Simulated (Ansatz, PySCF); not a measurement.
HBrF₂OSi (SMILES O[Si](F)(F)Br), singlet, at a GFN2-xTB geometry, with bond 5-2 at 1.8 times its length. Base run: CASSCF(4,3)/STO-3G (PySCF).

The PySCF input:
```python
from pyscf import gto, scf, mcscf
import numpy

mol = gto.M(
    atom='''
O     1.97333019    0.16169055   -0.10111551
Si    0.56308680   -0.40114586    0.37648420
F     0.36730525   -0.29039738    1.94675275
F     0.40962616   -1.95695985    0.10772477
Br   -2.17241467    1.59126806   -1.49203069
H     2.82002913   -0.15254392    0.20313458
''',
    basis='sto-3g',
    verbose=4,
)

mf = scf.RHF(mol)
mf.kernel()
mc = mcscf.CASSCF(mf, 3, 4)
mc.fix_spin_(ss=0.0)
mc.kernel()
occ = numpy.linalg.eigvalsh(mc.fcisolver.make_rdm1(mc.ci, mc.ncas, mc.nelecas))[::-1]
ss = mc.fcisolver.spin_square(mc.ci, mc.ncas, mc.nelecas)[0]
print('natural occupations', occ.round(4), ' <S^2>', round(ss, 4))
```

Programs used: Ansatz (a quantum-chemistry and plane-wave program), PySCF; a row that names a program was run with it.

Each row names what was changed in the base input (with any setting that the change needs).

| change | ΔE vs base (kcal/mol) | natural occupations | <S^2> of the state | outcome |
|---|---|---|---|---|
| base | 0.000 | 2.00 1.25 0.75 | 0.00 | converged |
| active space = 8 electrons, 9 orbitals | -24.78 | 1.99 1.98 1.97 1.26 0.75 0.03 0.02 0.00 0.00 | 0.00 | converged |
| active space = 4 electrons, 5 orbitals | -6.97 | 1.99 1.25 0.75 0.01 0.00 | 0.00 | converged |
| solver = newton | - | - | - | not converged |
| conv_tol = 1e-5 | 0.086 | 2.00 1.24 0.76 | 0.00 | converged |
| active space = 2 electrons, 3 orbitals | 0.088 | 1.24 0.76 0.00 | 0.00 | converged |
| state_average = 2 states | 0.091 | - | - | converged |
| orbitals = fixed (CASCI); correction = SC-NEVPT2 | -59.28 | 2.00 1.26 0.74 | 0.00 | converged |
| correction = SC-NEVPT2 | -57.01 | 2.00 1.25 0.75 | 0.00 | converged |
| code = ansatz | 0.006 | - | - | converged |
| orbitals = fixed (CASCI) | 3.46 | 2.00 1.26 0.74 | 0.00 | converged |

Active orbitals are taken around the Fermi level unless the row says otherwise; CASSCF can end in different local minima, and two programs can end on different orbitals. State-averaged rows give the lowest state.
